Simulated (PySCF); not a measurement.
# Solvent effects on NMR parameters

Atoms are numbered as in `[CH3:1][CH2:2][N:3]1[BH:4][CH:5]=[CH:6][CH:7]=[CH:8]1`. Each H is labelled by its parent atom.

GIAO PBE0/pcSseg-1 in PySCF 2.14.0 with density-fitted response routines on one PBE0-D3(BJ)/def2-SVP conformer, non-relativistic, equivalent nuclei averaged. Solvents enter as an IEF-PCM continuum (benzene with ε = 2.3, chloroform with ε = 4.7) around the gas-phase geometry. Shifts are referred to TMS, BF3·OEt2 computed in the same medium.

Gas phase, δ in ppm: C6 149.2, C8 143.2, C5 138.5, C7 117.3, C2 55.9, C1 21.9, B4 30.5, H(C6) 7.71, H(C5) 7.23, H(C8) 7.20, H(C7) 6.52, H(B4) 5.44, H(C2) 3.71, H(C1) 1.32. Dipole moment 2.36 D.

Task: How does each δ change in the continuum?

Result: 
| atoms | environment | Δδ, benzene | Δδ, chloroform |
| --- | --- | --- | --- |
| C6 | alkene CH | +0.9 | +1.4 |
| C8 | alkene carbon bearing nitrogen | +2.0 | +3.3 |
| C5 | alkene CH | -0.9 | -1.5 |
| C7 | β carbon of an enol-ether or enamine type C=C | +0.3 | +0.5 |
| C2 | sp3 CH2 bonded to N | +0.4 | +0.6 |
| C1 | methyl carbon | +0.4 | +0.7 |
| B4 | boron bonded to C, N, H, in a 6-membered ring | +0.1 | +0.1 |
| H(C6) | hydrogen on an alkene CH | +0.08 | +0.13 |
| H(C5) | hydrogen on an alkene CH | -0.03 | -0.05 |
| H(C8) | hydrogen on an alkene carbon bearing nitrogen | +0.19 | +0.32 |
| H(C7) | hydrogen on a β carbon of an enol-ether or enamine type C=C | +0.10 | +0.16 |
| H(B4) | hydrogen on a boron bonded to C, N, in a 6-membered ring | -0.05 | -0.09 |
| H(C2) | hydrogen on an sp3 CH2 bonded to N | +0.08 | +0.13 |
| H(C1) | hydrogen on a methyl carbon | +0.02 | +0.03 |

Changes are relative to the gas phase. The dipole moment becomes 2.75 D in benzene, 3.01 D in chloroform.

Task: Which nuclei move most (in ppm), and what does the model miss?

Result: C8 (alkene carbon bearing nitrogen, +3.3 ppm) in chloroform. A continuum only polarises the solute; specific hydrogen bonds, the anisotropy of aromatic solvents and changes of geometry or conformer are outside it.
